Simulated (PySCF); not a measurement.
## Checking a proposed structure

A compound C8H10Si gives the data below (simulated from a calculation) and was assigned the structure `[SiH3]Cc1ccc2c(c1)C2`.

13C{1H} NMR (computed): δ 171.1 (C), 158.8 (CH), 136.3 (CH), 125.8 (CH), 88.8 (C), 78.6 (CH), 34.4 (CH), 23.1 (CH3).

1H NMR (400 MHz, computed): δ 7.03 (d, 1H), 6.54 (m, 1H), 6.45 (m, 1H), 4.72 (m, 1H), 4.71 (m, 1H), 3.25 (m, 1H), 2.21 (d, 1H), 1.28 (d, 3H).

No solvent, single conformer, fast rotation and ring inversion assumed for equivalent nuclei, no relativistic terms. NMR shieldings at PBE0/pcSseg-1/GIAO; PBE0-D3(BJ)/def2-SVP geometry; PySCF 2.14.

Scale: 1H and 13C vs TMS (reference shieldings calculated alike).

(1) Compare with the shifts computed for the proposed structure, pairing carbons in order of shift.

(2) Which isomer fits?

Answers

(1) Mapped SMILES: `[SiH3:1][CH2:2][c:3]1[cH:4][cH:5][c:6]2[c:7]([cH:8]1)[CH2:9]2` (H(Xn): hydrogen on atom n).

```tsv
atom	computed for proposal	given list	difference
C3	146.4	171.1	-24.7
C4	133.8	158.8	-25.0
C7	132.5	136.3	-3.8
C6	128.0	125.8	+2.2
C5	119.9	88.8	+31.1
C8	118.8	78.6	+40.2
C9	21.9	34.4	-12.5
C2	20.1	23.1	-3.0
```

The rms difference is 22.4 ppm and the largest +40.2 ppm at C8 (aromatic CH). The carbon types in order of shift don't match either: C, CH, C, C, CH, CH, CH2, CH2 for the proposal against C, CH, CH, CH, C, CH, CH, CH3 in the data. The proposal doesn't fit.

(2) SMILES C#C[C@H](C)C1=C[SiH2]C=C1.

1. Carbon types of the structure: 2 × C, 5 × CH, 1 × CH3, leaving 2 H on heteroatoms.
2. δC 171.1: fully substituted alkene carbon.
3. δC 158.8, 136.3, 125.8: alkene CH; as expected for a trigonal carbon in a double bond.
4. δC 88.8: alkyne carbon; sp carbons lie upfield of alkene carbons because the cylindrical π system leaves one tensor component strongly shielded.
5. δC 78.6: terminal alkyne carbon; sp carbons lie upfield of alkene carbons because the cylindrical π system leaves one tensor component strongly shielded.

Other isomers checked: CC#CC#C/C=C/C[SiH3] (rms 29.7 ppm); c1ccc([SiH]2CC2)cc1 (rms 32.6 ppm).

The shifts were computed for this structure.

Shifts are as computed. Against solution values, carbons near 30 ppm lie about +2 ppm off and those near 130 ppm about +5 ppm. Of 1211 compounds with measured shifts, 218 miss one by over three times the rms of a fit or turn the order of signals round; such compounds aren't used in these exercises. Multiplicities follow the n + 1 count of equivalent neighbours, as no J values were calculated; m marks all less simple cases, F and P coupling included.
